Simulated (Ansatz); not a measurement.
Calculated with Ansatz (gas phase, PBE0-D4/def2-TZVP geometries, no zero-point term in ΔE). CBS: MP2 limit from def2 TZ/QZ plus the TZ coupled-cluster correction, frozen cores. Functionals use def2-TZVPP. For Br, Ga outer-core shells are correlated without core-valence functions, which leaves a few kJ/mol of doubt a bond. Scalar relativity is left out up to krypton. One conformer a species, not always the lowest.

Reaction (redistribution): `[NH2][Ga]([F])[F]` + `NB(Br)O[SiH3]` → `[NH2][Ga]([F])[O][SiH3]` + `NB(F)Br`

```tsv
level	ΔE (kJ/mol)	difference from CCSD(T)/CBS
BLYP-D4	4.5	3.0
B97M-V	2.5	1.0
r2SCAN0-D4	2.0	0.5
ωB97X-V	3.6	2.1
ωB97M-V	3.8	2.3
PBE-QIDH	1.8	0.3
PBE	3.1	1.6
BLYP	1.0	-0.5
MP2/def2-SVP	2.8	1.3
CCSD/def2-SVP	1.1	-0.4
HF/def2-TZVPP	-2.7	-4.2
SCS-MP2/def2-TZVPP	0.9	-0.6
CCSD/def2-TZVPP	-0.7	-2.2
HF/def2-QZVPP	-1.4	-2.9
MP2/def2-QZVPP	3.5	2.0
MP2/CBS(def2)	3.6	2.1
CCSD(T)/CBS	1.5	0
```

Largest T1 diagnostic among the species: 0.014.

Leaving LDA and LC-ωPBE aside and taking each functional with its dispersion term where it has one, the values, not all of them listed here, spread over 5.1 kJ/mol, from B2PLYP to revPBE-D4.
